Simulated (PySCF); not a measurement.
Predicted microwave data (PySCF, PBE0-D3(BJ)/def2-SVP geometry optimisation, gas phase) for one isomer of C7H10BN:

| Item | Value |
| --- | --- |
| Rotational constants | A = 3346, B = 1154, C = 872.1 MHz |
| Dipole components | \|μa\| = 1.31 D, \|μb\| = 1.63 D, \|μc\| = 0.15 D |
| Inertial defect | -9.63 u·Å² |
| κ | -0.77 |

Question: Which candidate fits, each taken in the one conformer that was computed?
A. `CB(C)c1ccccn1`
B. `[CH2:1]=[C:2]1[CH:3]=[C:4]([CH3:5])/[C:6]1=[CH:7]\[BH:8][NH2:9]` with C6–C7–B8–N9 178°

Answer: A. It is CB(C)c1ccccn1, an asymmetric top, point group C1. The candidates at the same level (rigid rotor, commonest isotopes):

```tsv
SMILES	A (MHz)	B (MHz)	C (MHz)	μa (D)	μb (D)	μc (D)	Δ (u·Å²)	point group	rotor
CB(C)c1ccccn1	3346	1154	872.1	1.31	1.63	0.15	-9.63	C1	asymmetric top
C=C1C=C(C)/C1=C\BN	2388	1084	749.2	1.29	0.28	0.04	-3.16	–	asymmetric top
```

`C=C1C=C(C)/C1=C\BN` has A 29 % too low. No structure here is proved a minimum.
